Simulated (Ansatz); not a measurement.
```xyz
2

Mg    0.0000    0.0000    0.0000
H     0.0000    0.0000    2.4080
```

Basis set: pcseg-2 (spherical functions). Charge 0, multiplicity 4.

Computed with Ansatz (development build ahead of 0.2.0); each method stands on the lowest determinant of its kind that the runs found.

(1) Give the atomization energy at this shape (free ground-state atoms in the same class of orbitals less the molecule, no zero-point energy) of quartet MgH by PBE0 (unrestricted), UHF.

Answers

(1)

```json
{"method": "PBE0 (unrestricted)", "atomization energy": "-2.72 eV"}
{"method": "UHF", "atomization energy": "-2.08 eV"}
```

Caution: another spin multiplicity may lie lower; the molecule lies well above its atoms at this level; the shape is not the minimum.
